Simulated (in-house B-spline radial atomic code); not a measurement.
**Ionising Ar+ with different functionals**

Computed with an all-electron radial atomic-structure program (B-spline basis): scalar-relativistic (spin-free X2C) Hamiltonian, Fermi nucleus of rms radius 3.4274 fm, spin-polarised at highest spin, spherical fractional occupations for the functionals, and exact exchange of hybrids averaged over the configuration. The ionisation energy is the difference of two self-consistent energies, [Ne] 3s2 3p5 → [Ne] 3s2 3p4, without Breit or QED terms; ε is the level of the shell that loses the electron (its least bound occupied spin orbital).

| method | rung | ΔSCF (eV) | -ε(3p) (eV) |
| --- | --- | --- | --- |
| PBE0 | global hybrid | 27.67 | 23.32 |
| B3LYP | global hybrid | 27.75 | 23.01 |
| TPSSh | global hybrid | 27.72 | 22.34 |
| BHandHLYP | global hybrid | 27.53 | 24.94 |
| r2SCAN0 | global hybrid | 27.71 | 23.47 |
| B97-1 | global hybrid | 27.68 | 23.00 |
| HSE06 | range-separated hybrid | 27.67 | 22.90 |
| wB97X | range-separated hybrid | 27.68 | 25.98 |
| CAM-B3LYP | range-separated hybrid | 27.74 | 24.87 |
| LC-wPBE | range-separated hybrid | 27.82 | 26.46 |

Among the functionals, which spreads more, the ΔSCF values or the orbital energies?

The orbital energies: ΔSCF values span about 0.29 eV and the orbital energies 4.12 eV; here energy differences depend much less on the functional than eigenvalues do.

How do they compare with the NIST value?

NIST lists 27.630 eV (measured, ground level to ground level). Errors run from -0.10 to +0.19 eV; HSE06 is closest (+0.04 eV), but part of that can be cancellation, since the calculations leave out spin-orbit coupling, Breit-QED terms, multiplet and fine-structure energies.
